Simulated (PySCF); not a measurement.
C₄H₆OSe, SMILES C=C=COC[SeH].

The structure is a stationary point at B3LYP-D3(BJ)/def2-SVP. This is a generated structure with no PubChem entry under its InChIKey; it may be hypothetical. One conformer was computed; it need not be the lowest.

The numbers are results of TDA-PBE/def2-SVPD (PySCF), not measurements.

Vertical excitations. Gas-phase values at a fixed geometry.

```csv
state,energy (eV),λ (nm),f,main pairs
S1,4.24,293,0.002,HOMO→LUMO 94 %
S2,4.37,284,0.015,HOMO−1→LUMO 86 %
S3,4.61,269,0.063,"HOMO→LUMO+1 79 %, HOMO→LUMO+2 12 %"
S4,4.73,262,0.005,HOMO−1→LUMO+1 96 %
S5,5.10,243,0.082,"HOMO→LUMO+2 47 %, HOMO→LUMO+3 22 %, HOMO−1→LUMO+2 20 %"
S6,5.22,238,0.046,"HOMO−1→LUMO+2 65 %, HOMO→LUMO+3 21 %"
S7,5.47,227,0.039,HOMO−1→LUMO+3 85 %
S8,5.77,215,0.005,"HOMO−2→LUMO+1 80 %, HOMO−2→LUMO 18 %"
S9,5.89,210,0.040,HOMO→LUMO+4 86 %
S10,6.03,205,0.116,"HOMO→LUMO+5 56 %, HOMO→LUMO+3 11 %, HOMO→LUMO+4 10 %"
T1,3.91,317,0,HOMO→LUMO 97 %
T2,4.06,305,0,"HOMO→LUMO+1 64 %, HOMO→LUMO+2 17 %"
T3,4.18,296,0,"HOMO−1→LUMO 76 %, HOMO−1→LUMO+1 20 %"
T4,4.34,286,0,"HOMO−1→LUMO+1 65 %, HOMO−1→LUMO 13 %"
```
Triplets are in the Tamm–Dancoff approximation.
